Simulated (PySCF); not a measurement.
Vertical excitations of a molecule C₂H₇FSi₂ from PySCF with TDDFT-M06-2X/def2-SVPD, as energy in eV (oscillator strength): 6.35 (0.261), 6.76 (0.010), 6.99 (0.017), 7.16 (0.090), 7.24 (0.040), 7.56 (0.102), 7.65 (0.129), 7.74 (0.017), 7.91 (0.007), 8.06 (0.112). Lowest triplet (TDA): 4.43 eV. The structure is a stationary point at B3LYP-D3(BJ)/def2-SVP. Other conformers were not sampled.

Q: Which structure fits?
A) F/C=C\[SiH2][SiH3]
B) C=C[Si@H](F)[SiH3]
C) FC1[SiH2]C[SiH2]1
D) F[SiH]1C[SiH2]C1

A: A, F/C=C\[SiH2][SiH3]
